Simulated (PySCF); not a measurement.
Isomers of C3H3Cl. Isolated molecules, 0 K electronic values unless said otherwise. Strings in code marks are SMILES.

The four lowest singlet excitations (Tamm–Dancoff). All values below come from PBE-D3(BJ)/def2-TZVP // B3LYP-D3(BJ)/def2-TZVP (PySCF 2.14.0). Excitations are Tamm–Dancoff values on a coarser integration grid. The basis has no diffuse functions, so Rydberg states are missing or too high.

```json
[
 {"state": "S1", "energy (eV)": "5.47", "wavelength (nm)": "227", "oscillator strength": "0.000"},
 {"state": "S2", "energy (eV)": "6.01", "wavelength (nm)": "206", "oscillator strength": "0.044"},
 {"state": "S3", "energy (eV)": "6.12", "wavelength (nm)": "203", "oscillator strength": "0.001"},
 {"state": "S4", "energy (eV)": "6.35", "wavelength (nm)": "195", "oscillator strength": "0.037"}
]
```

### Question
Name which member gives these states.
A. `C=C=CCl`
B. `ClC1=CC1`
C. `C#CCCl`

### Answer
C, `C#CCCl`
